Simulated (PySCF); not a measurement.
Boron: a sound run and one with changed settings

Sound run: B⁺ [He] 2s2, B²⁺ [He] 2s1. All numbers are calculated (PySCF 2.14, no relativity, point nucleus, in pcseg-2). The sound run starts from symmetry-adapted Hartree-Fock orbitals and uses a fine grid where one is needed.

Changed run: initial guess 1e, at most 3 SCF cycles. This setting is unsound on purpose.

| species | method | sound run (hartree) | changed run (hartree) | converged |
| --- | --- | --- | --- | --- |
| B⁺ | UHF | -24.23482 | -24.23482 | no |
| B⁺ | PBE | -24.29099 | -24.29099 | no |
| B⁺ | LDA | -24.03526 | -24.03526 | no |
| B²⁺ | UHF | -23.37246 | -23.37246 | no |
| B²⁺ | PBE | -23.38515 | -23.38515 | no |
| B²⁺ | LDA | -23.13213 | -23.13213 | no |

The SCF was stopped early; the energies are upper bounds that still move, and correlated levels were skipped or rest on poor orbitals.
